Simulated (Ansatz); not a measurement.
A nudged elastic band was laid between two geometries of FH7Si3 (11 atoms, charge 0, multiplicity 1).

The calculation used Ansatz 0.2.0, RKS PBE0-D4/cc-pVDZ.

- movable images: 9
- climbing image: yes
- spring: 5.0 eV/Å²
- optimiser: quadratic models (default)
- start path: through a guess of the saddle point
- force threshold: 0.05 eV/Å
- iteration limit: 60
- end points: relaxed

First end point:

```xyz
11
Properties=species:S:1:pos:R:3
Si 0.166 0.008 0.002
F 0.312 -0.127 1.653
H 1.555 0.138 -0.553
Si -1.074 1.944 -0.486
H -2.474 1.809 0.033
H -0.433 3.155 0.123
H -1.122 2.110 -1.977
Si -0.847 -1.948 -0.815
H -2.219 -2.101 -0.230
H -0.964 -1.830 -2.308
H -0.025 -3.158 -0.480
```

Last end point:

```xyz
11
Properties=species:S:1:pos:R:3
Si 0.680 0.058 -0.886
F 0.705 -0.068 1.383
H 1.589 0.171 1.554
Si -1.062 1.686 -0.771
H -2.359 1.258 -0.139
H -0.602 2.926 -0.053
H -1.355 2.081 -2.195
Si -0.899 -1.732 -0.958
H -1.779 -1.737 0.262
H -1.779 -1.552 -2.167
H -0.264 -3.091 -1.068
```

Task: What changes between the two ends?

Result: Bonds broken: Si1–F2, Si1–H3. Bonds formed: F2–H3. FH7Si3 becomes FH + H6Si3.

Task: What energy profile does the band end with?

Result: It converged. The highest image is number 7 of 0 to 10, 3.19 eV above the first end and 0.42 eV above the last; the last end lies 2.77 eV above the first. Neighbouring images differ by up to 1.3 eV, so the band resolves the path poorly. A vibrational analysis at the climbing image gives one clearly imaginary mode, 1223i cm⁻¹: a first-order saddle point. The orbitals stay closed-shell, which can raise the energy where a bond breaks towards radicals; this wasn't checked here.

```json
{"image": "0", "path coordinate (Å)": "0.00", "energy (eV)": "0.00", "Si1–F2 (Å)": "1.66", "Si1–H3 (Å)": "1.50", "F2–H3 (Å)": "2.55"}
{"image": "1", "path coordinate (Å)": "0.32", "energy (eV)": "0.00", "Si1–F2 (Å)": "1.66", "Si1–H3 (Å)": "1.50", "F2–H3 (Å)": "2.54"}
{"image": "2", "path coordinate (Å)": "0.64", "energy (eV)": "0.02", "Si1–F2 (Å)": "1.66", "Si1–H3 (Å)": "1.50", "F2–H3 (Å)": "2.53"}
{"image": "3", "path coordinate (Å)": "0.96", "energy (eV)": "0.09", "Si1–F2 (Å)": "1.66", "Si1–H3 (Å)": "1.50", "F2–H3 (Å)": "2.46"}
{"image": "4", "path coordinate (Å)": "1.28", "energy (eV)": "0.39", "Si1–F2 (Å)": "1.67", "Si1–H3 (Å)": "1.49", "F2–H3 (Å)": "2.22"}
{"image": "5", "path coordinate (Å)": "1.60", "energy (eV)": "1.21", "Si1–F2 (Å)": "1.71", "Si1–H3 (Å)": "1.49", "F2–H3 (Å)": "1.87"}
{"image": "6", "path coordinate (Å)": "1.92", "energy (eV)": "2.50", "Si1–F2 (Å)": "1.84", "Si1–H3 (Å)": "1.53", "F2–H3 (Å)": "1.52"}
{"image": "7", "path coordinate (Å)": "2.24", "energy (eV)": "3.19", "Si1–F2 (Å)": "2.00", "Si1–H3 (Å)": "1.66", "F2–H3 (Å)": "1.18"}
{"image": "8", "path coordinate (Å)": "2.81", "energy (eV)": "2.83", "Si1–F2 (Å)": "2.23", "Si1–H3 (Å)": "2.25", "F2–H3 (Å)": "0.94"}
{"image": "9", "path coordinate (Å)": "3.39", "energy (eV)": "2.77", "Si1–F2 (Å)": "2.27", "Si1–H3 (Å)": "2.61", "F2–H3 (Å)": "0.93"}
{"image": "10", "path coordinate (Å)": "3.97", "energy (eV)": "2.77", "Si1–F2 (Å)": "2.27", "Si1–H3 (Å)": "2.61", "F2–H3 (Å)": "0.93"}
```

Task: What is the geometry of the highest image?

Result: 
```xyz
11
Properties=species:S:1:pos:R:3:forces:R:3
Si 0.415 0.050 -0.467 0.00 0.00 0.00
F 0.713 -0.129 1.499 0.00 0.00 0.00
H 1.586 -0.001 0.709 0.00 0.00 0.00
Si -1.083 1.869 -0.618 0.00 0.00 0.00
H -2.404 1.575 0.031 0.00 0.00 0.00
H -0.496 3.105 -0.005 0.00 0.00 0.00
H -1.312 2.120 -2.082 0.00 0.00 0.00
Si -0.913 -1.846 -0.936 0.00 0.00 0.00
H -2.099 -1.894 -0.017 0.00 0.00 0.00
H -1.400 -1.729 -2.352 0.00 0.00 0.00
H -0.133 -3.119 -0.800 0.00 0.00 0.00
```

Time of the run: 8.1 min on 2 threads of Arm Neoverse V2, with other jobs on the host, peak memory 0.25 GiB.
